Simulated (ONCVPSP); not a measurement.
## Plane-wave convergence, ONCV potential for Cu (Z = 29)

```json
{"Element": "Cu", "Generator": "ONCVPSP 4.0.1", "Type": "optimised norm-conserving Vanderbilt (ONCV)", "Functional": "PBE", "Relativity": "scalar-relativistic", "Frozen core": "[Ne]", "Valence charge": "19", "Reference configuration": "3s2 3p6 3d10 4s1", "Partial waves": "3s+4s: rc 1.25 bohr, ncon 4, nbas 7, qcut 11.8 1/bohr, 3 projectors, debl 0.8 Ha; 3p: rc 0.85 bohr, ncon 3, nbas 7, qcut 18.1 1/bohr, 2 projectors, debl 1.9 Ha; 3d: rc 1.15 bohr, ncon 3, nbas 8, qcut 11.7 1/bohr, 2 projectors, debl 0.9 Ha", "Local potential": "polynomial inside 0.60 bohr (lpopt 5, dvloc0 1 Ha)", "Core correction": "Teter function, fcfact 3, rcfact 1.55"}
```

In the p channel the program set the typed energies aside and used -2.651, 0.250 Ha.

For each optimised wave give the share of its norm inside rc, the residual kinetic energy above qcut (Ha) and the cutoffs (Ha) for errors of 10, 1, 0.1 and 0.01 mHa per electron.

```
         wave  norm inside rc  residual KE  10 mHa  1 mHa  0.1 mHa  0.01 mHa
           3s           0.959      1.1e-07    28.2   40.2     49.2      56.4
           4s           0.036      3.7e-08     9.3   32.4     44.8      54.0
s projector 3           0.038      5.4e-08     9.9   33.9     46.1      55.5
           3p           0.684      7.7e-08    55.7   92.5    115.2     132.7
p projector 2           0.032      4.0e-09    24.6   42.7     92.5     115.8
           3d           0.681      9.2e-05    51.2   59.8     69.4     319.5
d projector 2           0.083      2.6e-05    45.6   56.1     64.0      83.5
```

The occupied waves need 92 Ha and 115 Ha for 1 and 0.1 mHa. 1 of 4 tests not solved or not reliable.
